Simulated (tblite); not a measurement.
Compound: C3H8ClFSi.
SMILES with atom numbers: `[CH3:1][CH2:2][Si@H:3]([F:4])[CH2:5][Cl:6]` (hydrogens: H7, H8, H9 on C1; H10, H11 on C2; H12 on Si3; H13, H14 on C5)

Computed geometry: GFN2-xTB, gas phase.

(1) Give the optimised bond lengths and angles.

Results:

(1) 
```
               bond  length (Å)   order
              C1–C2       1.530  single
             C2–Si3       1.898  single
             Si3–F4       1.621  single
             Si3–C5       1.910  single
             C5–Cl6       1.787  single
C1–H7, C1–H8, C1–H9       1.088  single
             C2–H10       1.090  single
             C2–H11       1.092  single
            Si3–H12       1.454  single
             C5–H13       1.088  single
             C5–H14       1.088  single
```

Bonds in one row agree within 0.01 Å and their mean is given. Orders are formal, as drawn. A selection of angles:
```
     angle  degrees
  C2–C1–H7    110.4
  C2–C1–H8    110.6
  H7–C1–H8    108.3
  H8–C1–H9    108.5
 C1–C2–Si3    113.6
 C1–C2–H10    109.0
 C1–C2–H11    108.9
Si3–C2–H10    110.0
Si3–C2–H11    108.8
H10–C2–H11    106.3
 C2–Si3–F4    108.5
 C2–Si3–C5    112.1
C2–Si3–H12    114.8
 F4–Si3–C5    103.8
F4–Si3–H12    105.0
C5–Si3–H12    111.6
Si3–C5–Cl6    110.3
Si3–C5–H13    112.2
Si3–C5–H14    112.9
Cl6–C5–H13    106.5
Cl6–C5–H14    106.6
H13–C5–H14    108.1
```

Dihedral angles: C1–C2–Si3–F4 58° (synclinal); C2–Si3–C5–Cl6 -62° (synclinal).

Si3 (fluorine-bound silicon) is distorted tetrahedral (angles from 103.8° to 114.8°).

Point group: C1 (no symmetry element, even within 0.4 Å). Its GFN2-xTB frequencies are all real (lowest 19 cm⁻¹). The numbers are those of one conformer. 3 starts were optimised and ended at 0.00, 0.40 and 0.44 kcal/mol (GFN2-xTB); the lowest of these is shown.
